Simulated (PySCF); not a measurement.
Two species compared at the same levels of theory.

First species: C₅H₄F₂.
SMILES: `C/C(F)=C1C=C/1F`

Second species: C₅H₁₅NSi₂.
SMILES: `C[SiH2]/C=C\[SiH2]N(C)C`

Levels: PBE0/pcSseg-1 for dipole moment, HOMO energy, LUMO energy and HOMO–LUMO gap; GFN2-xTB for rotational constant A and rotational constant C. Geometries: GFN2-xTB. All species are isolated and taken at one optimised geometry, non-relativistic unless stated; the electronic structure was computed with PySCF and density fitting.

Dipoles, sizes and rotational constants follow the conformer. The torsions of the flexible species, by atom-mapped SMILES:
- `[CH3:1][SiH2:2]/[CH:3]=[CH:4]\[SiH2:5][N:6]([CH3:7])[CH3:8]`: C1–Si2–C3–C4 92°, C3–C4–Si5–N6 -65°, C4–Si5–N6–C7 162°

Values for the first species:

| Quantity | Value |
| --- | --- |
| Dipole moment | 1.58 D |
| HOMO energy | -5.97 eV |
| LUMO energy | -0.31 eV |
| HOMO–LUMO gap | 5.66 eV |
| Rotational constant A | 5.399 GHz |
| Rotational constant C | 1.258 GHz |

Estimate the same properties for the second species, and the change in each.

```csv
property,first,second,second less first
dipole moment,1.58 D,1.24 D,-0.34 D
HOMO energy,-5.97 eV,-6.34 eV,-0.37 eV
LUMO energy,-0.31 eV,-0.94 eV,-0.63 eV
HOMO–LUMO gap,5.66 eV,5.40 eV,-0.26 eV
rotational constant A,5.399 GHz,1.757 GHz,-3.642 GHz
rotational constant C,1.258 GHz,0.768 GHz,-0.490 GHz
```

On the first: The dipole equals about 5.3 × 10⁻³⁰ C·m (1 D = 3.33564 × 10⁻³⁰ C·m).

On the second: The dipole matches unit charges of opposite sign 0.26 Å apart (1 e·Å = 4.8032 D). A dipole of 1.24 D is allowed in C1, and pure rotational transitions are dipole-allowed. GFN2-xTB frequencies show an imaginary mode (23i cm⁻¹), so this geometry is no minimum at that level.
